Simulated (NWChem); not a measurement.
Everything below was run with NWChem. System: sulfur difluoride (F$_{2}$S), charge 0, spin multiplicity 1, at a geometry optimised with B3LYP/def2-SVP. Level: MP2/def2-TZVP, 7 core orbitals frozen.

Output (cleaned and shortened):

```
             Northwest Computational Chemistry Package (NWChem) 7.3.0
             --------------------------------------------------------

                                NWChem Input Module
                                -------------------

 Scaling coordinates for geometry "geometry" by  1.889725989
 (inverse scale =  0.529177249)

 Turning off AUTOSYM since
 SYMMETRY directive was detected!

                             Geometry "geometry" -> ""
                             -------------------------

 Output coordinates in angstroms (scale by  1.889725989 to convert to a.u.)

  No.       Tag          Charge          X              Y              Z
 ---- ---------------- ---------- -------------- -------------- --------------
    1 F                    9.0000     1.23996100     0.00000000    -0.49400200
    2 S                   16.0000     0.00000000     0.00000000     0.55575200
    3 F                    9.0000    -1.23996100     0.00000000    -0.49400200

 Effective nuclear repulsion energy (a.u.)     111.0908664406

            Nuclear Dipole moment (a.u.)
            ----------------------------
        X                 Y               Z
 ---------------- ---------------- ----------------
     0.0000000000     0.0000000000    -0.0000075589

      Symmetry information
      --------------------

 Group name             C2v
 Group number             16
 Group order               4
 No. of unique centers     2

      Symmetry unique atoms

     1    2


 Summary of "ao basis" -> "" (spherical)
 ------------------------------------------------------------------------------
       Tag                 Description            Shells   Functions and Types
 ---------------- ------------------------------  ------  ---------------------
 *                         def2-tzvp                  on all atoms

 Summary of "ao basis" -> "ao basis" (spherical)
 ------------------------------------------------------------------------------
       Tag                 Description            Shells   Functions and Types
 ---------------- ------------------------------  ------  ---------------------
 F                         def2-tzvp                11       31   5s3p2d1f
 S                         def2-tzvp                13       37   5s5p2d1f

                                 NWChem SCF Module
                                 -----------------

  ao basis        = "ao basis"
  functions       =    99
  atoms           =     3
[...]
 -----------   ------   -------------------------------------------------------
    1 F    9     9.29   0.77  1.20  0.60  1.02  0.33  2.21  2.27  0.86  0.00  0.01  0.00
    2 S   16    15.42   2.01  0.49  1.47  1.14  0.78  4.17  1.70  0.80  1.91  0.63  0.09  0.18  0.05
    3 F    9     9.29   0.77  1.20  0.60  1.02  0.33  2.21  2.27  0.86  0.00  0.01  0.00

       Multipole analysis of the density wrt the origin
       ------------------------------------------------

     L   x y z        total         open         nuclear
     -   - - -        -----         ----         -------
     0   0 0 0     -0.000000      0.000000     34.000000

     1   1 0 0     -0.000000      0.000000      0.000000
     1   0 1 0     -0.000000      0.000000      0.000000
     1   0 0 1      0.641188      0.000000     -0.000008

     2   2 0 0    -17.424610      0.000000     98.829416
     2   1 1 0     -0.000000      0.000000      0.000000
     2   1 0 1      0.000000      0.000000      0.000000
     2   0 2 0    -17.167710      0.000000      0.000000
     2   0 1 1      0.000000      0.000000      0.000000
     2   0 0 2    -15.700936      0.000000     33.333915

                   NWChem MP2 Semi-direct Energy/Gradient Module
                   ---------------------------------------------

  Basis functions       =     99
  Molecular orbitals    =     99
  Frozen core           =      7
  Frozen virtuals       =      0
  Active alpha occupied =     10
  Active beta occupied  =     10
  Active alpha virtual  =     82
  Active beta virtual   =     82
  Use MO symmetry       = T
  Use skeleton AO sym   = T

  AO/Fock/Back tols     =   1.0D-09  1.0D-09  1.0D-09

 GA uses MA = F    GA memory limited = T

 Available:
  local mem=  1.26D+08
 global mem=  1.44D+08
 local disk=  0.00D+00
  mp2_memr nvloc                    82
  nvloc new                    82
   1 passes of  10:        5242880                      60977                  13474513.
   1 passes of  10: M    126149852           G      144159598           F     120906972.

 Semi-direct pass number   1 of   1  for RHF alpha+beta  at        0.9s
  vrange nnbf                  4827
  mp2_eaftype                    51  avail_ma_in_mb                  1099
 EAF : mp2_eaftype filesize          51    6737256.
  mp2_eaf for mointskh                     51
Node 0 wrote     31.7 Mb in      0.0 s     Agg I/O rate:  1619.1 Mb/s
 Done moints_semi at        2.7s
  mp2_eaftype                    51  avail_ma_in_mb                  1048
 EAF : mp2_eaftype filesize          51    6737256.
  mp2_eaf for kh                    51
 Done maket at        2.8s
 Done multipass loop at        2.8s

          -------------------------------------------
          SCF energy                -596.444879666023
          Correlation energy          -0.671088262614
          Singlet pairs               -0.412450112262
          Triplet pairs               -0.258638150352
          Total MP2 energy          -597.115967928637
          -------------------------------------------

          ---------------------------------------------------
                    Spin Component Scaled (SCS) MP2
          Same spin pairs                     -0.172425433568
          Same spin scaling factor             0.333333333333
          Opposite spin pairs                 -0.498662829046
          Opposite spin scaling fact.          1.200000000000
          SCS-MP2 correlation energy          -0.655870539378
          Total SCS-MP2 energy              -597.100750205401
          ---------------------------------------------------

 -----------------------
 Performance information
 -----------------------

 Timer overhead =  9.60D-08 seconds/call

               Nr. of calls         CPU time (s)                 Wall time (s)                GFlops
             ---------------    -------------------     ------------------------------   -------------------
Name         Min   Avg   Max    Min     Avg     Max     Min     Avg     Max   Mx/calls   Min     Max     Sum
mp2: moin     1     1     1    1.7     1.7     1.7      1.7     1.7     1.7     1.7      0.0     0.0     0.0
mp2: make     1     1     1   0.10    0.10    0.10     0.10    0.10    0.10    0.10      0.0     0.0     0.0
mp2: tota     1     1     1    1.9     1.9     1.9      1.9     1.9     1.9     1.9      0.0     0.0     0.0

 The average no. of pstat calls per process was 3.00D+00
 with a timing overhead of 2.88D-07s

 Task  times  cpu:        2.8s     wall:        2.8s

 Total times  cpu:        2.8s     wall:        2.8s
```

Q: Write an NWChem input that would produce this output.

A: Several could match; the one computed here: 
```
start mol
memory heap 200 mb stack 900 mb global 1100 mb
geometry units angstroms nocenter noautoz
  F      1.239961     0.000000    -0.494002
  S      0.000000     0.000000     0.555752
  F     -1.239961     0.000000    -0.494002
  symmetry group C2v
end
basis spherical
  * library def2-tzvp
end
scf
  rhf
  nopen 0
  maxiter 100
  thresh 1e-7
  semidirect memsize 60000000 filesize 0
end
mp2
  freeze core 7
end
task mp2 energy
```
